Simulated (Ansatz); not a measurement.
One change: `[O]=[Mo]([OH])([OH])([OH])[F]` becomes `[O]=[Mo]([OH])([OH])([F])[F]`.

Ansatz, PBE0-D4/def2-TZVP geometries, multiplicity 1. Each molecule was computed in one conformer, which needn't be the lowest.

Elements past krypton have def2 core potentials.

```csv
property,`[O]=[Mo]([OH])([OH])([OH])[F]`
HOMO–LUMO gap (PBE0/def2-TZVPP) / eV,5.97
LUMO energy (PBE0/def2-TZVPP) / eV,-3.60
size of the dipole moment (B3LYP/def2-TZVPP) / D,3.02
LUMO energy (ωB97M-V/def2-TZVPP) / eV,-1.43
HOMO energy (B3LYP/def2-TZVPP) / eV,-9.30
HOMO energy (PBE/def2-TZVPP) / eV,-7.83
```

(1) What does the change do to each property? (Best estimate.)

## Answers

(1) The calculation gave: 
```json
{"property": "HOMO–LUMO gap (PBE0/def2-TZVPP) / eV", "`[O]=[Mo]([OH])([OH])([F])[F]`": "6.13", "shift": "0.16"}
{"property": "LUMO energy (PBE0/def2-TZVPP) / eV", "`[O]=[Mo]([OH])([OH])([F])[F]`": "-3.89", "shift": "-0.29"}
{"property": "size of the dipole moment (B3LYP/def2-TZVPP) / D", "`[O]=[Mo]([OH])([OH])([F])[F]`": "2.71", "shift": "-0.31"}
{"property": "LUMO energy (ωB97M-V/def2-TZVPP) / eV", "`[O]=[Mo]([OH])([OH])([F])[F]`": "-1.70", "shift": "-0.27"}
{"property": "HOMO energy (B3LYP/def2-TZVPP) / eV", "`[O]=[Mo]([OH])([OH])([F])[F]`": "-9.75", "shift": "-0.45"}
{"property": "HOMO energy (PBE/def2-TZVPP) / eV", "`[O]=[Mo]([OH])([OH])([F])[F]`": "-8.24", "shift": "-0.41"}
```

With PBE0 the HOMO falls by 0.45 eV and the LUMO falls by 0.29 eV, so the gap widens by about 0.16 eV. PBE moves the HOMO by -0.41 eV and ωB97M-V by -0.43 eV. Dipoles are sizes alone; their direction can turn.

B3LYP here is the variant with VWN-RPA as its local correlation; programs differ in this.
